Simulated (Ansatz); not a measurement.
Total energies of SiH2Me(NMeEt) (C₄H₁₃NSi) from Ansatz at PBE-D4/def2-TZVPD, gas phase (1 Eh = 27.2114 eV = 2625.5 kJ/mol). The reference geometry is relaxed at r2SCAN-D4/def2-SVP.

```xyz
19

Si   -1.3617   -0.1705   -0.5339
H    -2.2184    0.7811    0.2628
H    -1.4256    0.2748   -1.9607
C    -2.0957   -1.8851   -0.3270
H    -3.1183   -1.9012   -0.7383
H    -2.1681   -2.1827    0.7314
H    -1.4992   -2.6425   -0.8602
N     0.3292   -0.1660   -0.1088
C     0.8076   -0.8206    1.0915
C     1.2330    0.8346   -0.6586
C     1.3626    2.1169    0.1645
H     1.8266   -1.2226    0.9310
H     0.8525   -0.1596    1.9821
H     0.1603   -1.6730    1.3514
H     2.2350    0.3737   -0.7791
H     0.8887    1.0885   -1.6766
H     2.0611    2.8211   -0.3158
H     0.3868    2.6197    0.2661
H     1.7436    1.9134    1.1781
```

```json
{"state": "charge 0 singlet", "geometry": "reference", "energy (Eh)": "-504.16230"}
{"state": "charge -1 doublet", "geometry": "reference", "energy (Eh)": "-504.13040"}
{"state": "free Si atom (triplet)", "geometry": "–", "energy (Eh)": "-289.22297"}
{"state": "free H atom (doublet)", "geometry": "–", "energy (Eh)": "-0.49962"}
{"state": "free C atom (triplet)", "geometry": "–", "energy (Eh)": "-37.79605"}
{"state": "free N atom (quartet)", "geometry": "–", "energy (Eh)": "-54.53224"}
```

Task: Work out the vertical electron affinity, to the doublet.

Result: E(charge 0 singlet) − E(charge -1 doublet) = -504.16230 − (-504.13040) = -0.03190 Eh = -0.87 eV; negative, so the extra electron isn't bound.

Task: What is the binding energy per atom against free atoms?

Result: Atoms: 1 × (-289.22297) + 13 × (-0.49962) + 4 × (-37.79605) + 1 × (-54.53224) = -501.43447 Eh. Binding: -501.43447 − (-504.16230) = 2.72783 Eh = 74.23 eV, or 3.91 eV for each of 19 atoms (no zero-point energy, no counterpoise term).

At PBE-D4/def2-TZVPD the highest occupied level of the charge -1 doublet lies above zero (up to 2.20 eV). By energy differences it is unbound by 0.87 eV (vertical, against the charge 0 singlet, at PBE-D4/def2-TZVPD) and held by the finite basis.
